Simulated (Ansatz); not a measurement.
A structure relaxed at PBE-D4/def2-SVP in Ansatz, charge 0, singlet:

Cartesian coordinates in Å:
```
O -0.646 -2.769 -2.423
O 2.601 -1.838 1.337
O 3.355 0.505 1.439
O -0.278 0.283 -3.522
O 1.938 1.932 -0.331
O 1.334 -0.835 -1.263
O -1.471 -1.884 0.272
O 0.158 -0.114 1.809
O -1.081 1.315 -0.846
O -2.956 -0.725 -2.013
O -0.159 3.346 2.619
O -2.100 1.968 2.080
Zn 2.440 -2.338 -0.769
Zn 0.730 -1.546 -3.120
Zn -2.445 -2.606 -1.587
Zn 2.846 0.472 -1.520
Zn 0.802 -1.879 2.532
Zn 0.806 0.443 3.701
Zn 0.990 1.672 -2.926
Zn -2.080 0.931 -2.634
Zn 0.158 2.886 -0.742
Zn -0.103 -0.205 -0.083
Zn -1.608 0.006 2.795
Zn -2.601 2.166 0.005
H -0.604 -3.616 -2.904
H 0.415 -3.662 -0.815
H 3.313 -2.385 1.726
H 2.926 -0.786 1.426
H 2.610 1.066 1.058
H 3.975 0.488 0.660
H -0.413 0.308 -4.491
H 2.564 2.684 -0.304
H -0.908 -2.514 0.819
H -2.069 -1.501 1.008
H -3.877 -0.733 -2.333
H -3.745 0.053 -0.218
H 0.559 2.768 3.039
H 0.141 3.624 1.708
H -1.199 2.612 2.358
H -2.856 2.354 2.566
H 3.437 -3.458 -1.127
H 0.792 -3.950 -0.195
H 1.793 -1.847 -4.236
H -3.464 -3.783 -1.429
H 4.314 0.105 -1.024
H 1.425 -1.175 3.986
H 0.002 -3.185 2.108
H 1.531 1.855 3.833
H 2.565 1.207 -3.094
H 0.458 3.158 -2.507
H -2.733 2.089 -3.469
H -0.113 4.147 0.180
H -2.756 -0.967 2.259
H -0.903 0.378 4.290
H -4.016 0.343 0.455
H -3.795 3.139 -0.142
```

(1) Give its formula.

(2) Summarise the bond lengths by kind (pairs closer than 1.2 times the sum of covalent radii, bridged metal pairs left out).

Results:

(1) Zn₁₂O₁₂H₃₂.

(2) 27 × O–Zn 1.91 to 2.22 Å; 18 × H–Zn 1.54 to 1.81 Å; 14 × H–O 0.97 to 1.14 Å.

Single mean-field runs in def2-SVP are fitted with def2-universal-jkfit. In the singlet geometry the species has come apart into loosely held pieces. In the singlet, H36 and H55 lie 0.78 Å apart, H26 and H42 lie 0.78 Å apart (atoms count from 1), so H2 has formed as a molecule.
